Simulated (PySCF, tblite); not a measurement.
Species: C2H8NO2Si3 (doublet state).
SMILES: `C[Si@](C#N)(O[SiH2])O[SiH3]`

Jobs on this species (16 atoms, 85 electrons) with PySCF (density fitting) and tblite. Hardware of each: one thread, Arm Neoverse V1 (aarch64), shared host. Times come from a shared host and carry two figures at best.

Question: Rank these jobs by wall time, shortest first.
A. GFN2-xTB; Hessian by finite differences
B. UKS B3LYP, pcH-1 on C H N O Si, non-relativistic, mean-field spin-orbit, GIAO; unrestricted SCF, g, hyperfine, density and orbital grids written; 310 basis functions
C. GFN2-xTB; L-BFGS relaxation

Answer: A (0.76 s), C (1.8 s), B (2.1 min).

All jobs:

| level and settings | work | basis functions | SCF cycles | wall time |
| --- | --- | --- | --- | --- |
| GFN2-xTB | Hessian by finite differences | – | – | 0.76 s |
| GFN2-xTB | L-BFGS relaxation | – | – | 1.8 s |
| UKS B3LYP, pcH-1 on C H N O Si, non-relativistic, mean-field spin-orbit, GIAO | unrestricted SCF, g, hyperfine, density and orbital grids written | 310 | 13 | 2.1 min |

Q: What do all jobs in the table cost together?

A: About 2.1 min; the longest takes about 98 % of that, and about 170 times as long as the shortest.
